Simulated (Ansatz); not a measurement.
Cost and result for the atomization energy of C$_{2}$H$_{8}$BGaO (13 atoms, 13 bonds).

Cartesian coordinates in Å:
```
B 1.0624 -0.0026 -0.5188
C -0.3258 -0.4139 0.1073
C -0.8189 -1.8138 0.1235
O -1.0674 0.4626 0.6221
Ga -0.0966 2.1540 0.3807
H 1.1399 -0.2677 -1.6931
H 1.1969 1.2788 -0.4638
H 1.9786 -0.4490 0.1292
H -1.0216 -2.1147 -0.9093
H -0.0311 -2.4778 0.4864
H -1.7232 -1.9172 0.7227
H 0.5089 2.5831 1.7480
H -0.8023 2.9781 -0.7348
```

The species carries charge 0 and has multiplicity 1. Correlated methods include outer-core shells of Ga, which these sets cover unevenly. Scalar relativity is left out up to krypton. The bonds changed during the relaxation, so this is another structure than the one it started from. The geometry is a stationary point of PBE0-D4/def2-TZVP. It is one conformer, not always the lowest. Program: Ansatz. All runs use 2 threads of an AMD EPYC 7R13 on a shared host and a share of an NVIDIA H100 80 GB. Times are those of one run each, without the atoms' runs, and a repeat can differ threefold. Electronic energies, without spin–orbit coupling; frozen cores. CCSD(T)/CBS adds CCSD(T) − MP2 in def2-TZVPP to the MP2 limit, and its time is that of the two runs behind it. T1 = 0.016. With those shells the extrapolation isn't a true limit. B3LYP takes the VWN-RPA correlation (the form of Gaussian; ORCA's B3LYP/G).

CCSD(T)/CBS is a level of theory with its own doubt, some kJ/mol a heavy atom from the limit and from the frozen cores, so smaller differences don't rank the functionals.

| level | functions | wall time |
| --- | --- | --- |
| PBE0-D4/def2-TZVPP | 284 | 3.1 s |
| r2SCAN-D4/def2-TZVPP (with forces) | 284 | 3.6 s |
| PBE-D4/def2-TZVPP (with forces) | 284 | 3.6 s |
| B2PLYP/def2-TZVPP | 284 | 4.4 s |
| B3LYP-D4/def2-TZVPP (with forces) | 284 | 5.5 s |
| ωB97X-V/def2-TZVPP | 284 | 8.5 s |
| ωB97M-V/def2-TZVPP (with forces) | 284 | 9.5 s |
| MP2/def2-QZVPP | 557 | 9.5 s |
| CCSD(T)/def2-TZVPP | 284 | 12 s |
| CCSD(T)/CBS(def2) | – | 22 s |

(1) What atomization energy does each give, and how far from CCSD(T)/CBS? (Best estimate.)

Answers

(1) The calculation gave: 
```csv
level,atomization (kJ/mol),difference from CCSD(T)/CBS,per bond
PBE0-D4/def2-TZVPP,4598.3,16.1,1.2
r2SCAN-D4/def2-TZVPP (with forces),4627.3,45.1,3.5
PBE-D4/def2-TZVPP (with forces),4665.2,83.0,6.4
B2PLYP/def2-TZVPP,4540.4,-41.8,-3.2
B3LYP-D4/def2-TZVPP (with forces),4585.5,3.3,0.3
ωB97X-V/def2-TZVPP,4601.9,19.7,1.5
ωB97M-V/def2-TZVPP (with forces),4597.7,15.5,1.2
MP2/def2-QZVPP,4594.3,12.1,0.9
CCSD(T)/def2-TZVPP,4497.6,-84.6,-6.5
CCSD(T)/CBS(def2),4582.2,0.0,0.0
```

In def2-TZVPP, CCSD(T) changes the Hartree–Fock value by +1084.3 kJ/mol (the triples alone add +63.0 kJ/mol) and MP2 by +1131.1 kJ/mol; breaking electron pairs costs correlation energy, which Hartree–Fock lacks. The D4 term adds +43.9 kJ/mol with B3LYP and +23.1 kJ/mol with PBE0; it sums over pairs of atoms, weighted by their polarisabilities, and B3LYP, whose exchange is more repulsive, gets the larger term. From PBE to PBE0 (25 % exact exchange), in def2-TZVPP and without D4, the atomization energy moves by −62.7 kJ/mol: exact exchange takes away binding that semilocal exchange gives to molecules.
